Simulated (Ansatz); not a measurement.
Reaction (cleavage of the P–Si bond): `CC[SiH2]P` + `N=C(F)F` → `FC(F)=NP` + `CC[SiH3]`

Computed with Ansatz on PBE0-D4/def2-TZVP structures; ΔE is electronic, products minus reactants. CCSD(T)/CBS adds triple-zeta CCSD(T) − MP2 to the extrapolated MP2 energy (def2 sets, frozen cores). DFT in def2-TZVPP. HSE06 is defined as in plane-wave codes. Each species was taken in one conformer, which may not be the lowest.

| level | ΔE (kJ/mol) |
| --- | --- |
| r2SCAN-D4 | 49.7 |
| BLYP | 35.5 |
| HSE06 | 50.9 |
| LC-ωPBE | 47.2 |
| CCSD(T)/def2-SVP | 49.2 |
| HF/def2-TZVPP | 32.8 |
| CCSD/def2-TZVPP | 47.2 |
| HF/CBS(def2) | 31.5 |

(1) What does CCSD(T)/CBS give? (An estimate is asked.)

Largest T1 diagnostic among the species: 0.014.

## Answers

(1) Ansatz gave: +49.9 kJ/mol. The listed levels differ from it by -0.2, -14.4, 1.0, -2.7, -0.7, -17.1, -2.7, -18.4 kJ/mol.

Leaving LDA and LC-ωPBE aside and taking each functional with its dispersion term where it has one, the values, not all of them listed here, spread over 15.2 kJ/mol, from CAM-B3LYP-D4 to PBE0-D4. The D4 term adds +4.6 kJ/mol with B3LYP and +2.8 kJ/mol with PBE0; it sums over pairs of atoms, weighted by their polarisabilities, and B3LYP, whose exchange is more repulsive, gets the larger term.

B3LYP here is the variant with VWN-RPA as its local correlation; programs differ in this.
